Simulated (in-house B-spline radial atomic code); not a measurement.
Radial electron density of Mg²⁺, [He] 2s2 2p6. Method: non-relativistic r2SCAN, spin-polarised, spherical fractional occupations, point nucleus, inside a hard spherical wall at 2.86 bohr. Calculated with a B-spline radial code for spherical atoms.

Columns: r (bohr), 4πr²n(r) (electrons per bohr), bar.

```
 0.00493   0.2963 #
 0.00576   0.3966 #
 0.00672   0.5275 ##
 0.00785   0.7006 ##
 0.00917   0.9262 ###
  0.0107    1.216 ####
  0.0125    1.589 #####
  0.0146    2.062 #######
   0.017    2.639 #########
  0.0199    3.374 ###########
  0.0232    4.238 ##############
  0.0271    5.269 #################
  0.0317    6.461 #####################
   0.037    7.759 ##########################
  0.0432    9.131 ##############################
  0.0504    10.48 ###################################
  0.0589    11.72 #######################################
  0.0688    12.68 ##########################################
  0.0803    13.24 ############################################
  0.0938    13.26 ############################################
   0.109    12.74 ##########################################
   0.128    11.65 #######################################
   0.149     10.3 ##################################
   0.174    8.902 ##############################
   0.203    7.848 ##########################
   0.238    7.415 #########################
   0.277    7.732 ##########################
   0.324    8.677 #############################
   0.378    9.858 #################################
   0.442    10.81 ####################################
   0.516    11.07 #####################################
   0.602    10.44 ###################################
   0.703    8.977 ##############################
   0.821    6.975 #######################
   0.959    4.852 ################
    1.12    2.991 ##########
    1.31    1.598 #####
    1.53   0.7333 ##
    1.78    0.287 #
    2.08  0.08567 
    2.43  0.01602
```

On this grid the curve has 2 maxima, near 0.0938, 0.516 bohr.

The 2s up radial function P(r) = rR(r), positive near the nucleus:

```
r (bohr)         P
 0.00167   0.03337
 0.00227   0.04504
  0.0031   0.06089
 0.00422   0.08178
 0.00576    0.1095
 0.00785    0.1455
  0.0107    0.1916
  0.0146    0.2491
  0.0199    0.3177
  0.0271    0.3948
   0.037    0.4737
  0.0504     0.538
  0.0688    0.5628
  0.0938    0.5117
   0.128    0.3447
   0.174   0.04246
   0.238   -0.3884
   0.324   -0.8405
   0.442    -1.167
   0.602    -1.226
   0.821    -0.997
    1.12   -0.6143
    1.53   -0.2688
    2.08  -0.07546
```
